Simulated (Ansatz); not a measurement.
**GaF (SMILES [F][Ga]): name the method**

GaF: 2 atoms, total charge 0, spin state singlet. SMILES: `[F][Ga]`. The shape is that of a PBE0-D4/def2-TZVP optimisation.

```xyz
2

F     0.0000    0.0000    0.0063
Ga    0.0000    0.0000    1.7929
```

A calculation with Ansatz 0.2.0 gave:

```yaml
total_energy: -2022.7913 Eh
HOMO_energy: -10.00 eV
LUMO_energy: 1.08 eV
HOMO–LUMO_gap: 11.08 eV
```

Question: Which of these levels gave the numbers?
A. HF/STO-3G
B. BLYP/def2-TZVPPD
C. wB97M-V/def2-TZVPPD
D. HF/def2-TZVPPD

Answer: D. The others give -1998.8696 Eh (HF/STO-3G), -2024.8783 Eh (BLYP/def2-TZVPPD), -2024.6763 Eh (wB97M-V/def2-TZVPPD).
